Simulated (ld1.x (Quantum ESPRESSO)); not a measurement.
## Scattering properties, TM potential for Co (Z = 27)

ld1.x (Quantum ESPRESSO) 7.5 input, shortened:

```
&input
   title='Co', zed=27., rel=1, dft='PZ', iswitch=3,
   config='[Ar] 3d7 4s2 4p0 4f-2'
 /
 &inputp
   pseudotype=2, tm=.true., lloc=2,
   nlcc=.true., new_core_ps=.true.
 /
4
4S  1  0   2.00   0.00  1.70  1.70  0.0
3P  2  1   6.00   0.00  1.20  1.20  0.0
4F  4  3  -2.00   0.40  1.70  1.70  0.0
3D  3  2   7.00   0.00  1.40  1.40  0.0
 &test
   configts(1)='3p6 3d7 4s2 4p0'
 /
```

The phase is arctan(r·u′/u) with u = r·R(r), unwrapped; energies in Ry, scanned from -7 to 5 Ry. A pole is an energy at which the radial function vanishes at the test radius. The pseudo phase is shifted by a multiple of π to meet the all-electron one at the reference energy, and phase errors are pseudo minus all-electron; the curves can meet again beyond the range given. Levels narrower than the energy grid can be missing from the lists of poles.

| channel | radius (bohr) | reference energy (Ry) | poles, all-electron | poles, pseudo | unbroken range about the reference energy with phases within 0.05 rad | phase error 1 Ry above the reference energy (rad) |
| --- | --- | --- | --- | --- | --- | --- |
| s | 1.84 | -0.42 | none | 2.94 | -6.6 to 0.5 | -0.062 |
| p | 1.84 | -4.82 | -4.63 | -4.63 | below 0.3 | +0.002 |
| d | 1.84 | -0.62 | -0.11 | -0.10 | below 2.1 | +0.009 |
| f | 1.84 | 0.40 | none | none | the whole range | +0.000 |

Note: ghost state, extra bound levels that the all-electron valence spectrum of the same l lacks: s at -212.8 eV. A true bound ghost makes a file unfit for plane-wave use.

Phases in the d channel:

```
E (Ry)  all-electron  pseudo
 -7.00         1.368   1.368
 -6.74         1.364   1.364
 -6.48         1.360   1.360
 -6.22         1.355   1.356
 -5.96         1.351   1.351
 -5.70         1.345   1.346
 -5.44         1.340   1.341
 -5.18         1.334   1.335
 -4.92         1.328   1.329
 -4.66         1.321   1.322
 -4.40         1.313   1.314
 -4.14         1.304   1.306
 -3.88         1.295   1.296
 -3.62         1.284   1.286
 -3.36         1.271   1.273
 -3.10         1.256   1.259
 -2.84         1.239   1.242
 -2.58         1.217   1.220
 -2.32         1.190   1.194
 -2.06         1.153   1.157
 -1.80         1.101   1.106
 -1.54         1.017   1.023
 -1.28         0.859   0.867
 -1.02         0.467   0.477
 -0.76        -0.524  -0.521
 -0.50        -1.242  -1.242
 -0.24        -1.500  -1.497
  0.02        -1.623  -1.617
  0.28        -1.698  -1.690
  0.54        -1.753  -1.743
  0.80        -1.799  -1.785
  1.06        -1.840  -1.823
  1.32        -1.881  -1.859
  1.58        -1.924  -1.895
  1.84        -1.971  -1.934
  2.10        -2.025  -1.977
  2.36        -2.090  -2.026
  2.62        -2.171  -2.083
  2.88        -2.275  -2.154
  3.14        -2.413  -2.241
  3.40        -2.600  -2.353
  3.66        -2.847  -2.499
  3.92        -3.149  -2.689
  4.18        -3.462  -2.929
  4.44        -3.736  -3.204
  4.70        -3.948  -3.480
  4.96        -4.105  -3.721
```
